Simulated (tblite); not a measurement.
Compound: C₄H₁₂AlF₂N.
Z-matrix (Å and degrees, GFN2-xTB geometry), rows numbered from 1:
```
C 
N   1  1.4585
C   2  1.4562  1  109.87
Al  2  2.0752  1  105.06  3   112.87
C   2  1.4562  1  108.89  3  -123.50
C   5  1.5236  2  112.64  1  -165.40
F   6  1.3524  5  109.50  2   160.53
F   6  1.3553  5  111.68  2   -82.99
H   1  1.0884  2  108.98  3   -52.93
H   1  1.0906  2  108.94  3  -170.53
H   1  1.0939  2  111.72  3    68.11
H   3  1.0917  2  107.86  1    66.66
H   3  1.0941  2  111.86  1   -53.87
H   3  1.0873  2  110.24  1  -175.88
H   4  1.5715  2  101.57  1  -162.37
H   4  1.5759  2   94.91  1    77.75
H   4  1.5655  2   98.69  1   -43.19
H   5  1.0998  2  111.67  1    71.46
H   5  1.0936  2  108.29  1   -48.65
H   6  1.1008  5  112.20  2    39.32
```

Computed with GFN2-xTB (tblite): harmonic, unscaled wavenumbers at the GFN2-xTB geometry, gas phase. This tight-binding method is rough: wavenumbers can miss measured ones by several per cent, in bad cases by 10 to 20. Modes of hydrogen on aluminium can be 10 to 20 % off. One conformer, not necessarily the lowest.

Harmonic wavenumbers (cm⁻¹): 45.9, 94.0, 122.7, 137.4, 202.4, 204.6, 238.3, 249.6, 274.9, 325.0, 342.0, 446.3, 461.7, 484.4, 502.1, 516.2, 554.2, 763.2, 769.1, 810.4, 885.0, 922.8, 1025.7, 1028.1, 1043.1, 1059.1, 1069.8, 1103.3, 1150.4, 1189.9, 1227.0, 1241.1, 1258.1, 1282.9, 1351.0, 1406.2, 1420.6, 1435.0, 1456.6, 1464.6, 1469.1, 1480.8, 1645.5, 1659.1, 1688.1, 2878.1, 2899.5, 2951.0, 2954.2, 2973.9, 2985.0, 2997.1, 3024.1, 3046.4.

A = 2298, B = 1061, C = 991.7 MHz; mass 139.075 u (most abundant isotopes); point group C1, symmetry number 1.

Task: Zero-point energy?

Result: ½Σν̃ = 33108 cm⁻¹ = 94.66 kcal/mol.

Task: Give the ideal-gas entropy at 400 K and 1 bar in the rigid-rotor, harmonic-oscillator model (classical rotation).

Result: Translation 42.19, rotation 30.15, vibration 43.73: S = 116.1 cal/(mol K).

Task: And Cp and H(400 K) − H(0)?

Result: Cp = 52.89 cal/(mol K), of which vibrations give 44.94 (their classical limit is 54 R = 107.3); H(400 K) − H(0) = 12.46 kcal/mol without the zero-point energy, 9.28 from vibrations.

Task: Which modes carry the vibrational entropy at 400 K?

Result: 45.9 cm⁻¹: 5.57; 94.0 cm⁻¹: 4.15; 122.7 cm⁻¹: 3.63; 137.4 cm⁻¹: 3.41; 202.4 cm⁻¹: 2.66; 204.6 cm⁻¹: 2.64 cal/(mol K); the other 48 give 21.67 together.

Task: Blend soft modes into free rotors: weight 1/[1 + (100 cm⁻¹/ν̃)⁴] for the oscillator and the rest for a rotor with moment μB/(μ + B), μ = h/(8π²ν), B = 10⁻⁴⁴ kg m². What vibrational entropy results?

Result: 41.27 cal/(mol K) in place of 43.73, which changes −T·S at 400 K by +0.98 kcal/mol.

Hindered rotation and anharmonicity are outside this model. Other conformers, if any are populated, would add a mixing term that is left out. The structure is chiral; the term R ln 2 for an equal mix with its mirror image is left out.

Hardware: one thread, Arm Neoverse N1 (aarch64), shared host with 64 logical CPUs at a one-minute load of 56. Cost: 1.3 s of wall time. The figure is for the frequency step alone.
